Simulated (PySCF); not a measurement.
## LaH: energy against distance

Set-up: La x2c-TZVPPall, H x2c-TZVPPall; spin-free X2C with a Gaussian nucleus (PySCF 2.14). Energies in eV from La (5d1 6s2) + H in their ground configurations at the same level. State: triplet, about 0.0 electrons in the 4f shell (Mulliken).

```csv
R (Å),UHF-CCSD(T),UHF-CCSD
1.869,-2.360,-2.422
1.952,-2.501,-2.565
2.015,-2.559,-2.625
2.077,-2.582,-2.650
2.139,-2.578,-2.646
2.222,-2.536,-2.605
2.326,-2.439,-2.509
2.451,-2.277,-2.347
```

Question: Put a parabola through the three lowest points of the UHF-CCSD(T) curve and estimate Re, k and ωe (reduced mass 1.001 u; 1 eV/Å² = 0.16022 mdyn/Å; ωe = 1302.8·√(k/μ) cm⁻¹).

Answer: Through R = 2.015, 2.077, 2.139 Å the second-order coefficient is 3.51 eV/Å², so Re ≈ 2.099 Å, k ≈ 1.13 mdyn/Å and ωe ≈ 1381 cm⁻¹. A polynomial fit of higher order to the unrounded UHF-CCSD(T) energies gives Re = 2.097 Å, k = 1.10 mdyn/Å, ωe = 1368 cm⁻¹; anharmonicity and rounding make the difference.

The higher-order fit for each curve: UHF-CCSD(T): Re = 2.097 Å, ωe = 1368 cm⁻¹, De = 2.58 eV; UHF-CCSD: Re = 2.099 Å, ωe = 1369 cm⁻¹, De = 2.65 eV.

Correlated steps freeze 18 core orbitals. Spin–orbit coupling is left out, which matters for elements this heavy, above all for dissociation energies. The state is the lowest single determinant that the PBE0 search found; with open d or f shells the true ground state can be another one.
